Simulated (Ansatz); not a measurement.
Q: Name a neutral molecule of Cl, O, W and H with ideal-gas entropy at 298 K and 1 bar (rigid rotor, harmonic PBE0-D4/def2-TZVP) between 432 and 448 J/(mol·K) and HOMO–LUMO gap (B3LYP/def2-TZVPP) between 3.65 and 3.95 eV (Ansatz, PBE0-D4/def2-TZVP geometry).

A: `[OH][W]([OH])([OH])([Cl])([Cl])[Cl]` (434 J/(mol·K), 3.85 eV). Other molecules can fit too; these were computed, each in one conformer that needn't be the lowest.

B3LYP here is the variant with VWN-RPA as its local correlation; programs differ in this.
